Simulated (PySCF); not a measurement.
Point groups of optimised structures. Computed with PBE0-D3(BJ)/def2-SVP geometry optimisation, gas phase in PySCF 2.14.0. The symmetry is that of the one conformer found, every atom within 0.08 Å of its image; none is proved a minimum here. Atoms past krypton carry def2 core potentials. The geometries of the anions come from a basis without diffuse functions.

Q: `[CH2-:1][C:2]#[N:3]` (charge -1): symmetry, top, dipole?

A: C2v; near-prolate asymmetric top; symmetry number 2; 4 operations, which sort the 5 atoms into 4 sets; dipole about the centre of mass 0.97 D, along a, the twofold axis; heavy atoms equivalent by symmetry: none.

Q: Point group, rotor type and polarity of `[CH:1]1[CH+:2][CH2:3][CH:4]=[CH:5][CH2:6]1` (charge +1 and doublet state)?

A: D2h; asymmetric top; symmetry number 4; 8 operations, which sort the 14 atoms into 4 sets; dipole about the centre of mass forbidden by symmetry (computed 0.00 D); A, B, C = 5158, 5015, 2618 MHz; heavy atoms equivalent by symmetry: C1/C2/C4/C5, C3/C6.

Q: Point group, rotor type and polarity of `[CH2:1]=[CH:2][CH2:3][C:4](=[CH2:5])[CH3:6]` with C1–C2–C3–C4 118°, C2–C3–C4–C5 113° (2-methyl-1,4-pentadiene)?

A: C1; asymmetric top; symmetry number 1; this conformer is chiral (no improper operation); dipole 0.28 D; A, B, C = 6755, 2180, 1828 MHz.

Q: `[CH:1]1=[CH:2][CH2:3][CH2:4][CH2:5][CH2:6]1` with C1–C2–C3–C4 14°, C2–C3–C4–C5 -44°, C3–C4–C5–C6 60°, C4–C5–C6–C1 -44° (cyclohexene): symmetry, top, dipole?

A: C2; asymmetric top; symmetry number 2; 2 operations, which sort the 16 atoms into 8 sets; this conformer is chiral (no improper operation); dipole 0.29 D, along b, the twofold axis; A, B, C = 4757, 4562, 2564 MHz; heavy atoms equivalent by symmetry: C1/C2, C3/C6, C4/C5.

Q: What symmetry has Sn(CF3)Me3 (`[CH3][Sn]([CH3])([CH3])[C](F)(F)F`)?

A: C3v; prolate symmetric top; symmetry number 3; 6 operations, which sort the 17 atoms into 6 sets; dipole 2.96 D, along the axis.

Q: What symmetry has `C[N](C)[InH3-]` ([In(NMe2)H3]-)?

A: Cs; near-prolate asymmetric top; symmetry number 1; 2 operations, which sort the 13 atoms into 8 sets; dipole about the centre of mass 0.62 D, in the ac plane, which is the mirror; A, B, C = 8218, 2032, 1726 MHz.
